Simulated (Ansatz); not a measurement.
Ansatz (a program for electronic structure) input (RI-MP2/def2-TZVPPD):
A basis named .json is the Basis Set Exchange file of that set.

Ansatz 0.2 input:
```yaml
crystal:
  periodic: [false, false, false]
  atoms:
    - {symbol: Zr, position_ang: [0.03250275, -0.07029494, -0.15570590]}
    - {symbol: O, position_ang: [-1.36755134, -1.07308822, 0.15021540]}
    - {symbol: F, position_ang: [-0.45315438, 1.79110751, -0.44991661]}
    - {symbol: F, position_ang: [1.52429891, -0.52482938, 1.00841802]}
basis:
  gaussian:
    orbitals: def2-TZVPPD.json
    fitting: {mean_field: def2-universal-jkfit, correlation: def2-TZVPPD-RIFIT.json}
total_charge: -1
magnetization: {spin_polarized: true, initial_magnetization: 1}
correlation: {method: mp2, electrons: outside_noble_gas}
```

End of the output:

```
integrals: 0.13 GiB planned
486 factors; integrals over basis functions are off by at most 1.6e0 eV
452 factors; integrals over basis functions are off by at most 9.6e-1 eV
mean field: 0.49 GiB planned
mean field evaluation 1: about -8719.1974 eV, gradient 3.4e1 eV
mean field evaluation 2: about -8717.2620 eV, gradient 4.6e1 eV
mean field evaluation 4: about -8724.8842 eV, gradient 2.0e0 eV
mean field evaluation 8: about -8724.9530 eV, gradient 6.1e-3 eV
mean field -8724.95303266 eV, -320.6361099647 hartree, gradient 2.3e-6 eV, S^2 0.754784; 1 other end points of the search recorded, 0 dependent functions left out
7 core orbitals not correlated
reference -8724.95303266 eV, -320.6361099647 hartree; 13, 12 occupied and 156, 157 virtual orbitals, 452 factors
second order -24.10423575 eV of doubles, -0.00000000 eV of singles
Total energy: -8749.05726841 eV, -321.5219242900 hartree
```

This state (charge -1, doublet) is run at the relaxed geometry of the species with charge 0 and multiplicity 1.
